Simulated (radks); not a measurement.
The zirconium anion Zr- inside a hard spherical wall (all orbitals vanish at R), configuration held at [Kr] 4d3 5s2 and not refilled when levels cross. Method: scalar-relativistic Kohn-Sham, PBEsol, spin-polarised, spherical densities, finite nucleus; open shells are filled with parallel spins first (spin-orbit coupling, left out, can overturn this in heavy ions); Fermi nuclear charge, rms radius 4.2694 fm; computed with a radial shooting solver on a logarithmic mesh with Libxc functionals. Eigenvalues in eV for spin up, with the zero of energy where the potential of the charges vanishes at infinity; a dash marks a level that is unbound or too diffuse for the functional's potential to be trusted. A positive occupied level is held by the wall or, in an anion where self-interaction has pushed it up, behind a barrier. The pressure on the wall is -dE/dV.

R (bohr) = 20: E (hartree) -3596.49654; kinetic (hartree) 3697.563; e(4s) -48.173; e(4p) -26.337; e(5s) -0.014; e(4d) 1.637; e(5p, empty) 1.936; e(6s, empty) 2.064; pressure (GPa) 0.000491
R (bohr) = 15: E (hartree) -3596.49551; kinetic (hartree) 3697.567; e(4s) -48.012; e(4p) -26.178; e(5s) 0.099; e(4d) 1.781; e(5p, empty) 2.235; e(6s, empty) 2.954; pressure (GPa) 0.00491
R (bohr) = 7: E (hartree) -3596.40576; kinetic (hartree) 3697.926; e(4s) -44.972; e(4p) -23.179; e(5s) 2.467; e(4d) 4.413; e(5p, empty) 5.838; e(6s, empty) 14.269; pressure (GPa) 3.17
R (bohr) = 6: E (hartree) -3596.30163; kinetic (hartree) 3698.288; e(4s) -43.035; e(4p) -21.302; e(5s) 4.299; e(4d) 6.092; e(5p, empty) 8.390; e(6s, empty) 21.533; pressure (GPa) 10.1
R (bohr) = 5: E (hartree) -3596.04386; kinetic (hartree) 3699.111; e(4s) -39.757; e(4p) -18.169; e(5s) 8.146; e(4d) 9.091; e(5p, empty) 13.588; e(6s, empty) 35.490; pressure (GPa) 37.8
R (bohr) = 3.5: E (hartree) -3594.40858; kinetic (hartree) 3704.228; e(4s) -29.138; e(4p) -8.070; e(5s) 27.882; e(4d) 20.579; e(5p, empty) 38.523; e(6s, empty) 95.272; pressure (GPa) 479
R (bohr) = 2: E (hartree) -3575.36695; kinetic (hartree) 3760.529; e(4s) 22.069; e(4p) 47.295; e(5s) 184.56; e(4d) 89.596; e(5p, empty) 209.38; e(6s, empty) 441.72; pressure (GPa) 24500
R (bohr) = 1.5: E (hartree) -3533.02289; kinetic (hartree) 3869.434; e(4s) 109.10; e(4p) 143.18; e(5s) 445.68; e(4d) 199.24; e(5p, empty) 475.45; e(6s, empty) 942.59; pressure (GPa) 162000
